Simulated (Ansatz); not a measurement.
Species: cyclopenta-1,4-dien-1-ylsilane, C5H8Si (charge 0, singlet). 
Coordinates optimised at B3LYP-D3(BJ)/def2-TZVP (Ansatz, a first-principles code):
```xyz
14

Si     2.1044    -0.0116    -0.0455
C      0.2472     0.0059     0.0008
C     -0.5171     0.8509     0.7271
C     -1.9707     0.5573     0.5039
C     -1.9372    -0.5877    -0.4633
C     -0.6599    -0.8920    -0.7418
H      2.6316    -1.3240     0.4034
H      2.6006     0.2193    -1.4247
H      2.6247     1.0526     0.8441
H     -0.1595     1.6331     1.3814
H     -2.4825     0.2967     1.4383
H     -2.5052     1.4260     0.1005
H     -2.8177    -1.0726    -0.8576
H     -0.3270    -1.6753    -1.4087
```

Quantity: vertical ionisation energy (to the doublet state of charge +1; each state is the SCF solution reached for its spin; for the singlet the Hartree-Fock reference is unstable and T1 is 0.012), in eV. Valence correlation only, unless marked. UHF or UKS for open shells. No spin-orbit coupling. Non-relativistic. Basis-set limits of correlation are two-point, X^-3; Hartree-Fock from the larger set.

| level | program | vertical ionisation energy (eV) |
|---|---|---|
| HF/aug-cc-pV(D+d)Z | Ansatz | 7.19 |
| HF/aug-cc-pV(T+d)Z | Ansatz | 7.18 |
| SVWN5/def2-TZVPD | Ansatz | 8.68 |
| r2SCAN/def2-TZVPD | Ansatz | 8.36 |
| B3LYP/def2-TZVPD | Ansatz | 8.45 |
| BHLYP/def2-TZVPD | Ansatz | 8.25 |
| CAM-B3LYP/def2-TZVPD | Ansatz | 8.50 |
| wB97X-V/def2-TZVPD | Ansatz | 8.51 |
| B2PLYP/def2-TZVPD | Ansatz | 8.53 |
| RI-MP2/aug-cc-pV(T+d)Z | Ansatz | 9.00 |
| RI-MP2/CBS(aug-cc-pV(T+d)Z,aug-cc-pV(Q+d)Z) | Ansatz | 9.07 |
| SCS-MP2/aug-cc-pV(D+d)Z | Ansatz | 8.81 |
| CCSD/aug-cc-pV(D+d)Z | Ansatz | 8.56 |
| CCSD(T)/aug-cc-pV(D+d)Z | Ansatz | 8.66 |
